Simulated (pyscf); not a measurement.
## H₂Si=As–SiH₃ (SMILES [SiH2]=[As][SiH3]), singlet

Gas-phase minimum from PySCF at ωB97X-D3(BJ)/def2-SVP, one conformer. 

```xyz
8

Si    -0.0019     2.0432    -0.4026
As     0.9206     0.4526     0.6979
Si    -0.0516    -1.1898    -0.6636
H      0.2170     3.4685    -0.0340
H     -0.9047     1.9240    -1.5792
H     -0.9150    -0.6157    -1.7373
H     -0.8801    -2.1013     0.1787
H      1.0253    -2.0028    -1.3009
```

Bond lengths (Å): Si1–As2 2.143, Si1–H4 1.488, Si1–H5 1.488, As2–Si3 2.344, Si3–H6 1.493, Si3–H7 1.492, Si3–H8 1.492. Angles (°): As2–Si1–H4 121.4, As2–Si1–H5 127.4, H4–Si1–H5 111.2, Si1–As2–Si3 92.5, As2–Si3–H6 112.8, As2–Si3–H7 109.3, As2–Si3–H8 109.3, H6–Si3–H7 108.6, H6–Si3–H8 108.6, H7–Si3–H8 108.0.

Properties at ωB97X-D3(BJ)/def2-SVP:

```yaml
harmonic_wavenumbers_unscaled: 97, 166, 347, 387, 528, 531, 546, 599, 621, 920, 952, 965, 974, 2241, 2249, 2250, 2264, 2276 cm⁻¹
zero_point_energy: 27.0 kcal/mol
rotational_symmetry_number: 1
Entropy of this conformer at 298 K and 1 atm, rigid rotor and harmonic oscillator, modes under 100 cm⁻¹ raised to 100: 328.8 J/(mol K)
dipole_moment: 1.55 D
```

Single-point totals, which compare only within one level (frozen core for MP2 and CC):

```csv
level,total energy (hartree)
ωB97X-D3(BJ)/def2-TZVP,-2817.86820
PBE/def2-TZVP,-2817.22446
r²SCAN/def2-TZVP,-2817.80350
B3LYP-D3(BJ)/def2-TZVP,-2817.97143
PBE0-D3(BJ)/def2-TZVP,-2817.35536
M06-2X/def2-TZVP,-2817.82543
ωB97M-D3(BJ)/def2-TZVP,-2817.96215
HF/def2-TZVPP,-2814.97732
MP2/def2-TZVPP,-2815.49216
CCSD/def2-TZVPP,-2815.53128
CCSD(T)/def2-TZVPP,-2815.55590
```

Soft torsions are taken as harmonic, which can shift the entropy by several J/(mol K). The CCSD(T) − MP2 part came from Ansatz, without density fitting, on the same reference. The frozen core leaves the outer d or s,p core shells of the metals and heavy elements correlated in the MP2 and CC values, and def2-TZVPP describes them poorly, so these totals are far from the basis limit. Elements up to Kr have no core potential and no relativistic terms here.
